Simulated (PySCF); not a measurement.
# `C/C=C(\[SiH3])C[SiH2]Br`, C4H11BrSi2

Geometry (Å), atoms numbered from 1 in this order:
```xyz
18

C    -1.9977    1.5247    0.2776
C    -0.7881    0.8427    0.8142
C    -0.2468   -0.2813    0.3488
Si   -0.9344   -1.2441   -1.1242
C     1.0153   -0.8100    0.9764
Si    2.5383   -0.2644   -0.0133
Br    2.5388    1.9535   -0.0593
H    -1.7358    2.5337   -0.0414
H    -2.7553    1.6138    1.0566
H    -2.4203    0.9865   -0.5664
H    -0.3317    1.3500    1.6599
H    -0.8741   -0.4353   -2.3452
H    -0.0880   -2.4313   -1.3113
H    -2.3052   -1.6837   -0.8571
H     0.9945   -1.8999    1.0167
H     1.1062   -0.4490    2.0055
H     3.7882   -0.6299    0.6408
H     2.4873   -0.6698   -1.4098
```

Level of theory: GIAO HF/pcSseg-1 magnetisability, rotational g tensor and spin-rotation constants, non-relativistic, gas phase (PySCF). Geometry: GFN2-xTB.

The calculation is non-relativistic, which matters for the atoms heavier than Zn.

Give the nuclear spin-rotation constants along the inertial axes (H = +C I·J) beside the isotropic shieldings.

Rotational constants 1.6800, 0.6632, 0.5469 GHz. A star marks the isotopologue with that one atom substituted, in its own axes.
```csv
atom,isotope,Caa (kHz),Cbb (kHz),Ccc (kHz),mean (kHz),σ (ppm)
Br7,79Br,0.531,0.237,0.199,0.322,2896.5
H8,1H,-0.102,-0.030,-0.045,-0.059,30.1
H9,1H,-0.124,-0.043,-0.029,-0.065,30.1
H10,1H,-0.103,-0.055,-0.029,-0.062,30.4
H11,1H,-0.036,-0.053,-0.005,-0.031,25.6
H12,1H,-0.146,-0.055,0.012,-0.063,28.0
H13,1H,-0.156,0.025,-0.055,-0.062,28.5
H14,1H,0.053,-0.059,-0.050,-0.018,28.0
H15,1H,-0.125,-0.014,-0.058,-0.066,30.5
H16,1H,-0.166,-0.064,-0.002,-0.077,30.3
H17,1H,-0.052,-0.036,-0.030,-0.039,27.4
H18,1H,-0.140,-0.054,0.011,-0.061,27.6
C1,13C*,0.218,0.094,0.072,0.128,172.6
C2,13C*,0.580,0.221,0.187,0.329,38.2
C3,13C*,0.493,0.202,0.157,0.284,68.4
Si4,29Si*,-0.860,-0.319,-0.275,-0.485,458.6
C5,13C*,0.245,0.092,0.079,0.139,167.5
Si6,29Si*,-0.920,-0.360,-0.326,-0.535,406.9
```
For the geometry as given, no vibrational averaging.

How do the rotational constants and the g tensor change when H8, H9, H10, H11, H12, H13, H14, H15, H16, H17, H18 are replaced by deuterium?

Constants 1.3983, 0.6054, 0.4947 GHz; g -0.0140, -0.0089, -0.0057, against -0.0167, -0.0097, -0.0063 before.
